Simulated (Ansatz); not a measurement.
Cost and result up the ladder for AsSbSbSb tetrahedron (Sb₃As) (4 atoms). Charge 0, multiplicity 1. Geometry: PBE-D4/def2-SVP.

```csv
atom,x (Å),y (Å),z (Å)
As1,1.4750,-0.5706,-0.1321
Sb2,0.1131,1.6400,0.5346
Sb3,-0.7458,-0.0963,-1.5565
Sb4,-0.8423,-0.9732,1.1540
```

Ansatz on 4 threads of Arm Neoverse V2 on a shared host. Times are rough, and most runs start from the orbitals of an earlier one. ωB97M-V/def2-TZVP serves as the yardstick here, not as an exact answer. Differences are given only for rows in sets of like size (and for xTB, whose basis is part of the method), since another set adds its own error. Binding counts from free atoms at the same level (As quartet, Sb quartet; other spins of the atoms weren't run), without zero-point energy or a counterpoise term.

In the def2 sets Sb takes a core potential; there is no spin–orbit coupling. Correlated methods freeze 21 core orbitals; core or outer-core shells of As, Sb are correlated, in sets that lack core-valence functions. The rows differ in basis, and correlated rows in double-zeta sets carry the largest basis error.

Correlated methods converge slowly with the basis, most of all in double-zeta sets.

```tsv
level	functions	wall time
PBE-D4/def2-SVP	110	0.95 s
LDA (SPW92)/def2-TZVP	198	1.1 s
PBE-D4/def2-TZVP	198	1.8 s
revPBE-D4/def2-TZVP	198	1.8 s
PBE0-D4/def2-SVP	110	1.8 s
MP2/def2-TZVP	198	3.9 s
r2SCAN-D4/def2-TZVP	198	4.2 s
CCSD(T)/def2-SVP	110	4.6 s
BHLYP-D4/def2-TZVP (with forces)	198	6 s
RPA@PBE/def2-TZVP	198	6 s
B2PLYP/def2-TZVP	198	6.5 s
PBE-QIDH/def2-TZVP	198	6.5 s
B97M-V/def2-TZVP	198	8 s
ωB97M-V/def2-TZVP	198	11 s
```

Question: Estimate what each level gives for the binding energy per atom (eV).

Answer: 
```tsv
level	binding energy per atom (eV)	difference from ωB97M-V/def2-TZVP (eV)
PBE-D4/def2-SVP	2.50	–
LDA (SPW92)/def2-TZVP	3.12	0.96
PBE-D4/def2-TZVP	2.56	0.40
revPBE-D4/def2-TZVP	2.40	0.23
PBE0-D4/def2-SVP	2.27	–
MP2/def2-TZVP	2.26	0.10
r2SCAN-D4/def2-TZVP	2.30	0.14
CCSD(T)/def2-SVP	1.68	–
BHLYP-D4/def2-TZVP (with forces)	2.14	-0.02
RPA@PBE/def2-TZVP	2.14	-0.02
B2PLYP/def2-TZVP	2.28	0.12
PBE-QIDH/def2-TZVP	2.24	0.08
B97M-V/def2-TZVP	2.38	0.22
ωB97M-V/def2-TZVP	2.16	0.00
```
